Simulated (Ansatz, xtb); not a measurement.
The molecule Hg$_{2}$+, multiplicity 2 (lowest of 2S+1 = 2, 4 at CCSD(T)/def2-TZVPP on PBE0 minima; our sources give no spin for the ground state, which may be another). No spin–orbit coupling.

Seven points along R, fitted to fifth degree in 1/R; most abundant isotopes. Runs in def2 and cc sets follow the lowest solution found near the PBE0 minimum.

Correlated levels freeze the inner cores; with def2 sets outer-core shells near the valence are correlated too.

Codes used: Ansatz (Gaussian orbitals); xtb for the GFN methods. Each number belongs to the level named beside it. In def2 rows elements past Kr take small-core potentials, without spin–orbit coupling. The GFN methods have no spin term and hold the electronic entropy of 300 K.

Question: What bond length and harmonic frequency does GFN2-xTB give?

Answer: r_e = 2.832 Å, ω_e = 71 cm⁻¹.

Question: What bond length and harmonic frequency does wB97X-V/def2-TZVPP give?

Answer: r_e = 2.780 Å, ω_e = 106 cm⁻¹.

Question: What bond length and harmonic frequency does CCSD(T)/def2-TZVPP give?

Answer: r_e = 2.749 Å, ω_e = 109 cm⁻¹.

Ansatz is a first-principles code.
